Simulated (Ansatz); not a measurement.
**A geometry optimisation of ClH5NSi2 with B3LYP-D3(BJ)/def2-SVP**

The starting geometry of this gas-phase doublet was optimised with GFN2-xTB; its bonds are those of `N[SiH][SiH2]Cl`.

```yaml
atoms:
  - { symbol: Cl, position_ang: [0.8907, -0.8158, 2.2042] }
  - { symbol: N, position_ang: [-0.1202, 1.3087, -0.8770] }
  - { symbol: Si, position_ang: [-1.3500, 0.3222, -0.1646] }
  - { symbol: Si, position_ang: [-0.4592, -1.5280, 0.8281] }
  - { symbol: H, position_ang: [0.6993, 1.5470, -0.3423] }
  - { symbol: H, position_ang: [-0.3489, 2.0510, -1.5169] }
  - { symbol: H, position_ang: [-2.2827, 0.1571, -1.2907] }
  - { symbol: H, position_ang: [-1.5218, -2.1671, 1.6127] }
  - { symbol: H, position_ang: [0.2924, -2.6347, 0.2154] }
```

**Question.** Predict what it relaxes into with B3LYP-D3(BJ)/def2-SVP.

**Answer.** It keeps its bonds, and is `N[SiH][SiH2]Cl`.

The energy falls by 0.19 eV over 13 steps:

```
step  E − E(last) (eV)
   1             0.188
   2             0.051
   4             0.012
   5             0.004
   6             0.002
   8             0.000
   9             0.000
  10             0.000
  12             0.000
  13             0.000
```

Final geometry (Å):

| atom | x (Å) | y (Å) | z (Å) |
| --- | --- | --- | --- |
| Cl | 1.0166 | -0.6207 | 2.0163 |
| N | -0.0998 | 1.2697 | -0.7644 |
| Si | -1.4812 | 0.3579 | -0.2226 |
| Si | -0.5199 | -1.4912 | 0.8684 |
| H | 0.6559 | 1.4484 | -0.1069 |
| H | -0.1718 | 2.0017 | -1.4651 |
| H | -2.2658 | -0.0235 | -1.4463 |
| H | -1.4558 | -2.1852 | 1.7967 |
| H | 0.1216 | -2.5168 | -0.0074 |

The end wasn't checked by frequencies. Open shells are spin-unrestricted. Run with Ansatz 0.2.0, 32 s on 2 threads of Intel(R) Xeon(R) 6975P-C (Granite Rapids), with other jobs on the host.
